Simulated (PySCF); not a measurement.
Cl₃Si, SMILES Cl[Si](Cl)Cl, multiplicity 2.

Coordinates come from a ωB97X-D3(BJ)/def2-SVP optimisation. The isomer is the one that the SMILES or the coordinates give; other isomers of the formula were not compared.

Computed with SMD-B3LYP/def2-SVP (PySCF).

Solvation free energies are E(SMD) − E(gas) at the gas-phase geometry, for 1 M in both phases. In vacuum the dipole moment is 0.71 D.

```csv
solvent,ΔG(solv) (kcal/mol),its non-electrostatic (CDS) part,dipole (D)
water,0.4,1.1,0.93
methanol,-3.4,-2.7,0.92
ethylethanoate,-3.3,-2.8,0.87
```
